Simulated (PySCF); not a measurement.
Constitutional and geometric isomers with formula H2B3N. Gas-phase values, no solvent. One relaxed conformer stands for each flexible species; it need not be the lowest. Strings in code marks are SMILES.

The LUMO from two functionals at the same geometries (B3LYP-D3(BJ)/def2-TZVP), both in PySCF: PBE-D3(BJ)/def2-TZVP and ωB97X-D3(BJ)/def2-TZVP. 

```
species    PBE-D3(BJ)/def2-TZVP (eV)
---------  -------------------------
`NB1B=B1`                      -4.51
`B=BB=N`                       -5.27
`B=BN=B`                       -4.42
```

**Question.** What does ωB97X-D3(BJ)/def2-TZVP give for each?

**Answer.** 
- `NB1B=B1`: -1.63
- `B=BB=N`: -2.07
- `B=BN=B`: -1.06
Over these rows, drawn at random from the members with no instability flagged (it was tested for open shells, ions and some series alone), PBE minus ωB97X-D3(BJ): mean -3.14 eV, from -3.36 eV to -2.88 eV.
